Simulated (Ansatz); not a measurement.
As₃S₃. Charge 0, multiplicity 2. Geometry PBE0-D4/def2-SVP, basis def2-TZVP, Ansatz.

Cartesian coordinates in Å:
```
As 0.3857 1.2590 -1.1206
As -1.1669 -0.6354 -1.1066
As 1.5778 -1.2850 1.0356
S -1.7564 1.4363 -0.4213
S -0.6008 -1.7067 0.8159
S 1.5606 0.9319 0.7969
```

| run | HOMO (eV) | LUMO (eV) |
| --- | --- | --- |
| A | -5.03 | -4.17 |
| B | -5.31 | -4.04 |
| C | -5.40 | -4.04 |
| D | -6.15 | -3.41 |

Another isomer (doublet) lies 0.30 eV lower at PBE0-D4/def2-TZVP; other spin states weren't run for this one.

HOMO and LUMO are taken over both spins.

Task: The runs used B97M-V, PBE, PBE0, r2SCAN. Estimate which is which.

Result: A PBE (0 % exact exchange); B B97M-V (0 % exact exchange); C r2SCAN (0 % exact exchange); D PBE0 (25 % exact exchange). Exact exchange lowers occupied and raises empty levels; among semilocal functionals meta-GGAs tend to open the gap a little, and such runs are hard to tell apart. The gap grows from 0.86 eV (PBE) to 2.73 eV (PBE0).
